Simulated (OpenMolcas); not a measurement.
Ni2+ (d8) on a cation site of an ionic host was computed by SS-CASPT2, IPEA 0.25 Eh, imaginary shift 0.1 Eh with the d shell active (OpenMolcas, ANO-RCC-VTZP on the metal). Its lowest spin-free states, and all those of the highest spin:

| 2S+1 | Degeneracy | E (cm-1) |
| --- | --- | --- |
| 3 | 1 | 0 |
| 3 | 3 | 10810 |
| 1 | 2 | 12820 |
| 3 | 3 | 16670 |
| 1 | 1 | 23060 |
| 1 | 3 | 23320 |
| 3 | 3 | 27280 |
| 1 | 3 | 29870 |
| 1 | 2 | 38360 |
| 1 | 3 | 38450 |
| 1 | 1 | 59980 |

Task: Is the site octahedral, tetrahedral or cube-like, axial, or of lower symmetry?

Result: The states with 2S+1 = 3 have orbital degeneracies 1, 3, 3, 3. Threefold states need a cubic site. For d8 at this spin an octahedron puts the single A2 below the threefold T2 and a tetrahedron or cube puts the threefold T1 below the threefold T2, so the site is octahedral. The first gap at this spin, 10800 cm-1, is |10Dq| in ligand-field theory. The run had Ni2+ with its 6 nearest oxide ions at 2.082 Å, on the Mg site of MgO (a = 4.2112 Å, distance in the model lattice 2.106 Å). The rest of the host is ab initio model potentials to 7.6 Å, with orthogonalisation functions on the cations behind the ligands, and point charges beyond; the distance is set by hand and nothing relaxes. Ligand basis ANO-RCC-VDZP.

Roots that are degenerate in the reference are averaged as groups; the widest CASPT2 spread within a group is 73 cm-1 (the 2-fold group of multiplicity 1 near 38400 cm-1 above the lowest state of its run). Shifts and gaps below about the spread of the groups concerned are not significant. Over all roots computed the reference weight is 0.68 to 0.71; a low but even weight reflects the number of correlated electrons. A single d shell leaves out the double-shell effect, which counts most for late 3d ions, where the CASPT2 field can be off either way by tens of per cent. Ligand-to-metal charge-transfer states are missing. These CASPT2 states fit no ligand-field parameters well, so their order and spin gaps are uncertain. For late 3d ions with one d shell CASPT2 can put B and the spin-flip bands somewhat low as well as high. With one d shell and no ligand orbital active, 10Dq can be off by tens of per cent for divalent 3d ions, low with halides held by bare charges and at times high in hosts, and the orbital part of g and χT goes as 1/10Dq. Free-ion shares, where given, are those of the reference states; single-state CASPT2 does not remix them. No measured value stands beside these numbers; the geometry was set by hand and not optimised.
